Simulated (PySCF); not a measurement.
Isomers of C6H12Ge side by side.

PySCF, wB97X-D/def2-SVPD, density fitting, gas phase; each molecule at its own PBE0-D3(BJ)/def2-SVP geometry, one conformer. Singlet excitations by full TDDFT with frozen cores, triplets by Tamm–Dancoff TDDFT and ionisation energies by ΔSCF, from the lowest of the holes tried. 

Torsions of the conformers computed, which needn't be the lowest (atom-mapped SMILES):
- `[CH2:1]1[CH2:2][CH:3]1[GeH2:4][CH:5]1[CH2:6][CH2:7]1`: C2–C3–Ge4–C5 147°, C3–Ge4–C5–C6 -79°
- `[CH3:1][CH:2]([CH3:3])[CH2:4][C:5]#[C:6][GeH3:7]`: C1–C2–C4–C5 63°
- `[CH2:1]=[C:2]([CH3:3])[GeH:4]1[CH2:5][CH2:6][CH2:7]1`: C1–C2–Ge4–C5 -93°
- `[CH2:1]=[CH:2][Ge@@H:3]1[CH2:4][CH2:5][C@@H:6]1[CH3:7]`: C1–C2–Ge3–C4 -141°
- `[CH2:1]=[C:2]([CH3:3])[C@@H:4]1[CH2:5][C@@H:6]1[GeH3:7]`: C1–C2–C4–C5 -13°
- `[CH2:1]=[CH:2][Ge@@H:3]1[CH2:4][CH2:5][C@H:6]1[CH3:7]`: C1–C2–Ge3–C4 -138°

Reference: `C1C[CH]1[GeH2][CH]1CC1`, with HOMO energy -9.52 eV, LUMO energy 2.29 eV, lowest singlet excitation 7.85 eV, lowest triplet excitation 7.71 eV, mean polarisability 97.2 au, dipole moment 0.81 D and vertical ionisation energy 9.61 eV.

Changes against it:

```tsv
molecule	Δ electronic energy (kcal/mol)	Δ HOMO energy (eV)	Δ LUMO energy (eV)	Δ lowest singlet excitation (eV)	Δ lowest triplet excitation (eV)	Δ mean polarisability (au)	Δ dipole moment (D)	Δ vertical ionisation energy (eV)
C=[CH][Ge@@H]1[CH2]C[C@@H]1C	-9.9	+0.67	-0.94	-1.66	-3.39	+5.3	-0.57	-0.69
C=C(C)[C@@H]1C[C@@H]1[GeH3]	-3.0	+0.67	-0.44	-1.15	-3.37	+3.1	+0.15	-0.68
C=[CH][Ge@@H]1[CH2]C[C@H]1C	-10.1	+0.66	-1.02	-1.73	-3.41	+6.2	-0.25	-0.69
```

Rows whose labels were lost:

```
row  Δ electronic energy (kcal/mol)  Δ HOMO energy (eV)  Δ LUMO energy (eV)  Δ lowest singlet excitation (eV)  Δ lowest triplet excitation (eV)  Δ mean polarisability (au)  Δ dipole moment (D)  Δ vertical ionisation energy (eV)
  P                           -11.8               +0.50               -0.69                             -1.47                             -3.39                        +4.5                -0.30                              -0.50
  Q                            -0.5               +0.16               -0.49                             -1.82                             -2.64                        +7.1                +0.32                              -0.08
```

Task: Which row belongs to which of `CC(C)CC#[C][GeH3]` and `C=[C](C)[GeH]1[CH2]C[CH2]1`?

Result: P = `C=[C](C)[GeH]1[CH2]C[CH2]1` and Q = `CC(C)CC#[C][GeH3]`. P and Q are told apart most clearly by the electronic energy (-11.8 against -0.5 kcal/mol).

Task: Which row has the smallest HOMO–LUMO gap and which the largest, and does the HOMO or the LUMO shift more there?

Result: Smallest, counted from the reference: `C=[CH][Ge@@H]1[CH2]C[C@H]1C`, -1.68 eV (HOMO +0.66, LUMO -1.02), the larger shift being that of the LUMO. Largest: Q, -0.65 eV (HOMO +0.16, LUMO -0.49), the larger shift being that of the LUMO. The gap of the reference itself lies above all of them.

The pairwise dispersion term of wB97X-D wasn't added to the energies; at a given geometry it leaves orbitals and properties as they are.
